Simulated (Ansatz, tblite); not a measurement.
Forces on Al₄H₅⁺ at its B3LYP-D4/def2-SVP geometry. Charge 1, multiplicity 1.

The xTB rows come from tblite. The restricted singlet is unstable towards broken spin symmetry in Hartree–Fock (as tested in another run); at PBE-D4/def2-TZVP this wasn't settled. Another isomer (singlet) lies 0.55 eV lower at PBE0-D4/def2-TZVP; other spin states weren't run for this one.

GFN1-xTB (tblite), largest force 2.05 eV/Å:

```xyz
9
positions Å, forces eV/Å
Al    3.880   -1.438   -0.306    0.326   -0.115   -0.011
Al    1.074   -0.491   -0.323   -1.951    0.607   -0.141
Al   -2.331    1.591    2.043   -0.156    0.134    0.206
Al   -1.416    0.331   -0.384    0.544   -0.182    0.008
H     2.131   -1.254   -1.380    0.544   -0.409   -0.589
H    -2.097   -0.176    1.059   -0.108   -0.353   -0.051
H     2.356   -0.514    0.762    0.616    0.025    0.613
H    -2.199    0.072   -1.727    0.095    0.063    0.243
H    -1.397    1.878    0.256    0.090    0.230   -0.279
```

GFN2-xTB (tblite), largest force 0.51 eV/Å:

```
Al -0.293 0.099 -0.003
Al -0.463 0.076 -0.211
Al 0.040 -0.055 -0.105
Al 0.153 -0.018 0.089
H 0.311 -0.118 -0.032
H -0.164 -0.169 0.223
H 0.222 -0.058 0.047
H 0.192 -0.080 -0.040
H 0.003 0.323 0.031
```

PBE-D4/def2-TZVP (Ansatz), largest force 0.17 eV/Å:

```
Al -0.064 0.022 0.002
Al -0.116 0.043 0.011
Al 0.041 -0.055 -0.106
Al 0.026 0.009 0.046
H 0.096 -0.075 -0.113
H -0.048 -0.048 0.124
H 0.120 0.001 0.108
H -0.067 -0.027 -0.127
H 0.012 0.129 0.054
```
